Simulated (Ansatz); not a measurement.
## Molecular dynamics of CH7AlClN

input.yaml

```yaml
crystal:
  periodic: [false, false, false]
  atoms:
    - { symbol: Al, position_ang: [0.2504, -0.13757, 0.178843] }
    - { symbol: Cl, position_ang: [-1.743214, -1.604946, 1.03034] }
    - { symbol: C, position_ang: [-0.297653, 0.316187, -1.6296] }
    - { symbol: "N", position_ang: [0.781218, 1.016191, 1.416216] }
    - { symbol: H, position_ang: [-0.384476, -1.930599, 0.828369] }
    - { symbol: H, position_ang: [0.83125, -1.664218, 0.478311] }
    - { symbol: H, position_ang: [-0.906298, 1.234941, -1.649111] }
    - { symbol: H, position_ang: [0.580212, 0.488609, -2.274162] }
    - { symbol: H, position_ang: [-0.8946, -0.488866, -2.085482] }
    - { symbol: H, position_ang: [1.217508, 0.763729, 2.295245] }
    - { symbol: H, position_ang: [0.565555, 2.006543, 1.411032] }
basis:
  gaussian: { orbitals: def2-SVP }
hamiltonian:
  xc: pbe0
  dispersion: d4
md:
  timestep: 0.5
  n_steps: 200
  ensemble: nve
  temperature: 300.0
  initial_velocities: maxwell_boltzmann
  seed: 7763
```

Command:

```bash
$ ansatz run input.yaml --threads 2 --pin off --max-ram 3072MiB --backend cpu --events-out ev --progress --plain --runs-dir out
```

It starts at the highest image of a converged band, a first-order saddle point between two minima.

Output, in part (step lines, the closing report, with atoms numbered from 0):

```
md step     0: t =     0.00 fs  T =   300.0 K  F+E_penalty+E_count = -21743.70240076 eV  E_kin = 0.349002 eV  conserved = -21743.35339877 eV  (26 SCF iters)
md step    65: t =    32.50 fs  T =   130.9 K  F+E_penalty+E_count = -21743.50464442 eV  E_kin = 0.152226 eV  conserved = -21743.35241875 eV  (23 SCF iters)
md step    66: t =    33.00 fs  T =   126.3 K  F+E_penalty+E_count = -21743.49912025 eV  E_kin = 0.146886 eV  conserved = -21743.35223472 eV  (23 SCF iters)
md step    67: t =    33.50 fs  T =   126.1 K  F+E_penalty+E_count = -21743.49892372 eV  E_kin = 0.146726 eV  conserved = -21743.35219727 eV  (24 SCF iters)
md step    68: t =    34.00 fs  T =   131.0 K  F+E_penalty+E_count = -21743.50465981 eV  E_kin = 0.152353 eV  conserved = -21743.35230634 eV  (24 SCF iters)
md step    69: t =    34.50 fs  T =   139.4 K  F+E_penalty+E_count = -21743.51463254 eV  E_kin = 0.162115 eV  conserved = -21743.35251794 eV  (23 SCF iters)
md step    70: t =    35.00 fs  T =   148.5 K  F+E_penalty+E_count = -21743.52552337 eV  E_kin = 0.172759 eV  conserved = -21743.35276392 eV  (24 SCF iters)
md step    71: t =    35.50 fs  T =   155.2 K  F+E_penalty+E_count = -21743.53349252 eV  E_kin = 0.180529 eV  conserved = -21743.35296378 eV  (26 SCF iters)
[... lines left out ...]
Total energy: -21743.53488841 eV, -799.0601688516 hartree
Atom 0 at     0.553281    -0.097190     0.074442 Å, force     0.370917    -0.435445    -0.758953 eV/Å
Atom 1 at    -1.891616    -1.668840     1.093193 Å, force    -0.296113     0.570729    -0.483013 eV/Å
Atom 2 at    -0.342091     0.407360    -1.659352 Å, force     0.007869    -0.076383     1.350093 eV/Å
Atom 3 at     0.693165     1.022213     1.429606 Å, force     0.110007     0.634537     1.382742 eV/Å
Atom 4 at    -1.383339    -2.606203     1.776094 Å, force     0.374231    -0.526480     0.387395 eV/Å
Atom 5 at     1.598458    -1.332834     0.115532 Å, force    -0.316737     0.078183     0.006023 eV/Å
Atom 6 at    -0.855086     1.373705    -1.610301 Å, force     0.046602     0.317061     0.001717 eV/Å
Atom 7 at     0.432436     0.451652    -2.430578 Å, force     0.010754    -0.121457    -0.310760 eV/Å
Atom 8 at    -1.127549    -0.319068    -1.898932 Å, force     0.098509    -0.287531    -0.316340 eV/Å
Atom 9 at     1.146156     1.022629     2.366911 Å, force    -0.323411    -0.380714    -1.202041 eV/Å
Atom 10 at     0.062897     1.816395     1.438001 Å, force    -0.082629     0.227499    -0.056862 eV/Å
Dipole moment:    -0.302092    -0.135919     0.433917 e Å
```

The steps, from the saved trajectory:

```json
{"time (fs)": "0.0", "T (K)": "300", "potential energy less start (eV)": "0.000", "conserved less start (meV/atom)": "0.00"}
{"time (fs)": "3.0", "T (K)": "221", "potential energy less start (eV)": "0.093", "conserved less start (meV/atom)": "0.09"}
{"time (fs)": "6.0", "T (K)": "144", "potential energy less start (eV)": "0.183", "conserved less start (meV/atom)": "0.12"}
{"time (fs)": "9.0", "T (K)": "167", "potential energy less start (eV)": "0.155", "conserved less start (meV/atom)": "0.03"}
{"time (fs)": "12.0", "T (K)": "153", "potential energy less start (eV)": "0.172", "conserved less start (meV/atom)": "0.08"}
{"time (fs)": "15.0", "T (K)": "137", "potential energy less start (eV)": "0.191", "conserved less start (meV/atom)": "0.11"}
{"time (fs)": "18.0", "T (K)": "177", "potential energy less start (eV)": "0.143", "conserved less start (meV/atom)": "0.04"}
{"time (fs)": "21.0", "T (K)": "205", "potential energy less start (eV)": "0.111", "conserved less start (meV/atom)": "0.06"}
{"time (fs)": "24.0", "T (K)": "174", "potential energy less start (eV)": "0.148", "conserved less start (meV/atom)": "0.10"}
{"time (fs)": "27.0", "T (K)": "160", "potential energy less start (eV)": "0.163", "conserved less start (meV/atom)": "0.04"}
{"time (fs)": "30.0", "T (K)": "132", "potential energy less start (eV)": "0.196", "conserved less start (meV/atom)": "0.08"}
{"time (fs)": "33.0", "T (K)": "126", "potential energy less start (eV)": "0.203", "conserved less start (meV/atom)": "0.11"}
{"time (fs)": "36.0", "T (K)": "157", "potential energy less start (eV)": "0.167", "conserved less start (meV/atom)": "0.03"}
{"time (fs)": "39.0", "T (K)": "139", "potential energy less start (eV)": "0.188", "conserved less start (meV/atom)": "0.09"}
{"time (fs)": "42.0", "T (K)": "158", "potential energy less start (eV)": "0.167", "conserved less start (meV/atom)": "0.09"}
{"time (fs)": "45.0", "T (K)": "200", "potential energy less start (eV)": "0.117", "conserved less start (meV/atom)": "0.04"}
{"time (fs)": "48.0", "T (K)": "200", "potential energy less start (eV)": "0.117", "conserved less start (meV/atom)": "0.07"}
{"time (fs)": "51.0", "T (K)": "166", "potential energy less start (eV)": "0.157", "conserved less start (meV/atom)": "0.11"}
{"time (fs)": "54.0", "T (K)": "210", "potential energy less start (eV)": "0.105", "conserved less start (meV/atom)": "0.04"}
{"time (fs)": "57.0", "T (K)": "216", "potential energy less start (eV)": "0.099", "conserved less start (meV/atom)": "0.07"}
{"time (fs)": "60.0", "T (K)": "177", "potential energy less start (eV)": "0.145", "conserved less start (meV/atom)": "0.10"}
{"time (fs)": "63.0", "T (K)": "182", "potential energy less start (eV)": "0.138", "conserved less start (meV/atom)": "0.06"}
{"time (fs)": "66.0", "T (K)": "192", "potential energy less start (eV)": "0.126", "conserved less start (meV/atom)": "0.07"}
{"time (fs)": "69.0", "T (K)": "165", "potential energy less start (eV)": "0.158", "conserved less start (meV/atom)": "0.10"}
{"time (fs)": "72.0", "T (K)": "170", "potential energy less start (eV)": "0.152", "conserved less start (meV/atom)": "0.06"}
{"time (fs)": "75.0", "T (K)": "188", "potential energy less start (eV)": "0.131", "conserved less start (meV/atom)": "0.07"}
{"time (fs)": "78.0", "T (K)": "177", "potential energy less start (eV)": "0.145", "conserved less start (meV/atom)": "0.11"}
{"time (fs)": "81.0", "T (K)": "207", "potential energy less start (eV)": "0.109", "conserved less start (meV/atom)": "0.05"}
{"time (fs)": "84.0", "T (K)": "209", "potential energy less start (eV)": "0.107", "conserved less start (meV/atom)": "0.08"}
{"time (fs)": "87.0", "T (K)": "183", "potential energy less start (eV)": "0.138", "conserved less start (meV/atom)": "0.09"}
{"time (fs)": "90.0", "T (K)": "169", "potential energy less start (eV)": "0.154", "conserved less start (meV/atom)": "0.06"}
{"time (fs)": "93.0", "T (K)": "162", "potential energy less start (eV)": "0.161", "conserved less start (meV/atom)": "0.07"}
{"time (fs)": "96.0", "T (K)": "136", "potential energy less start (eV)": "0.192", "conserved less start (meV/atom)": "0.11"}
{"time (fs)": "99.0", "T (K)": "162", "potential energy less start (eV)": "0.162", "conserved less start (meV/atom)": "0.06"}
```

The run went to its last step. The conserved energy stayed within 0.13 meV per atom of its start (net change 0.084 meV per atom), so the integration is sound. A run of 0.1 ps of so small a system gives no equilibrium averages. The orbitals stay closed-shell, which can raise the energy where a bond breaks towards radicals; this wasn't checked here.

Between its relaxed ends the band would form Al1–H6, Cl2–H5 and break Al1–Cl2, H5–H6. These pairs go: Al1–H6 1.66 → 1.62 Å, Cl2–H5 1.41 → 1.27 Å, Al1–Cl2 2.62 → 3.08 Å, H5–H6 1.29 → 3.64 Å. In the last frame they stand as after the step (other bonds may differ from the relaxed reactants and products). It ends as CH6AlN + ClH. Pairs count as bonded within 1.25 times the sum of covalent radii (0.12 Å more for H–H).

Last frame:

```xyz
11
Properties=species:S:1:pos:R:3
Al 0.553 -0.097 0.074
Cl -1.892 -1.669 1.093
C -0.342 0.407 -1.659
N 0.693 1.022 1.430
H -1.383 -2.606 1.776
H 1.599 -1.333 0.116
H -0.855 1.374 -1.610
H 0.432 0.452 -2.431
H -1.127 -0.319 -1.899
H 1.146 1.023 2.367
H 0.063 1.816 1.438
```

Time of the run: 4.6 min on 2 threads of INTEL(R) XEON(R) PLATINUM 8581C CPU @ 2.10GHz (Emerald Rapids) (shared host), peak memory 0.23 GiB.
